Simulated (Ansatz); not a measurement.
`[SiH3][SbH][SiH3]` and `[SiH3][SbH][Cl]` differ in one atom or group.

Ansatz, PBE0-D4/def2-TZVP geometries, multiplicity 1. 

Elements past krypton have def2 core potentials.  Spin–orbit coupling is left out; it splits and shifts lone-pair levels of the heavy atoms by tenths of an eV.

```json
{"property": "HOMO energy (PBE/def2-TZVPP) / eV", "`[SiH3][SbH][SiH3]`": "-6.23"}
{"property": "HOMO–LUMO gap (B3LYP/def2-TZVPP) / eV", "`[SiH3][SbH][SiH3]`": "6.20"}
{"property": "HOMO–LUMO gap (PBE0/def2-TZVPP) / eV", "`[SiH3][SbH][SiH3]`": "6.60"}
{"property": "LUMO energy (B3LYP/def2-TZVPP) / eV", "`[SiH3][SbH][SiH3]`": "-0.77"}
{"property": "HOMO–LUMO gap (ωB97M-V/def2-TZVPP) / eV", "`[SiH3][SbH][SiH3]`": "10.12"}
{"property": "size of the dipole moment (ωB97M-V/def2-TZVPP) / D", "`[SiH3][SbH][SiH3]`": "0.07"}
```

What does the change do to each property? (An estimate is asked.)

The calculation gave: 
```csv
property,`[SiH3][SbH][Cl]`,shift
HOMO energy (PBE/def2-TZVPP) / eV,-6.26,-0.03
HOMO–LUMO gap (B3LYP/def2-TZVPP) / eV,5.06,-1.14
HOMO–LUMO gap (PBE0/def2-TZVPP) / eV,5.46,-1.14
LUMO energy (B3LYP/def2-TZVPP) / eV,-2.03,-1.26
HOMO–LUMO gap (ωB97M-V/def2-TZVPP) / eV,9.27,-0.85
size of the dipole moment (ωB97M-V/def2-TZVPP) / D,2.43,2.36
```

With PBE0 the HOMO falls by 0.12 eV and the LUMO falls by 1.26 eV, so the gap narrows by about 1.14 eV. PBE moves the HOMO by -0.03 eV and ωB97M-V by -0.14 eV. The zero-point energy changes by -62.0 kJ/mol with -9 modes. Dipoles are sizes alone; their direction can turn.

B3LYP here is the variant with VWN-RPA as its local correlation; programs differ in this.
